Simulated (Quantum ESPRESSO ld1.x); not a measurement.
Results of a calculation; reference values are marked as such.
Task: Rh XI, 35 electrons, occupied as [Ar] 3d10 4s2 4p5 (the NIST ground configuration). Code: ld1.x of Quantum ESPRESSO 7.5. Model: Dirac Kohn-Sham, PW91, spin-unpolarised, spherical densities, point nucleus; open shells fill j = l - 1/2 first. Some entries of the table are withheld. Estimate them.

orbital  occ.  eigenvalue (eV)  <1/r> (bohr^-1)  <r> (bohr)
1s1/2       2         -23225.8              (1)     0.03263
2s1/2       2         -3535.07            10.79      0.1415
2p1/2       2         -3288.07            10.77      0.1203
2p3/2       4         -3143.35            10.18      0.1251
3s1/2       2         -787.895            3.757      0.3892
3p1/2       2         -691.293            3.662      0.3815
3p3/2       4         -666.175            3.518      0.3920
3d3/2       4         -495.525            3.351      0.3654
3d5/2       6         -490.537            3.314      0.3687
4s1/2       2         -256.305            1.526         (2)
4p1/2       2         -224.196            1.440      0.9507
4p3/2       3         -219.121            1.402      0.9704
4d3/2       0         -166.842              (3)       1.068
4d5/2       0         -165.986              (4)       1.074
5s1/2       0         -121.941           0.7793       1.761

Result: 
(1) 1s1/2 <1/r> (bohr^-1): 47.06
(2) 4s1/2 <r> (bohr): 0.9106
(3) 4d3/2 <1/r> (bohr^-1): 1.233
(4) 4d5/2 <1/r> (bohr^-1): 1.225
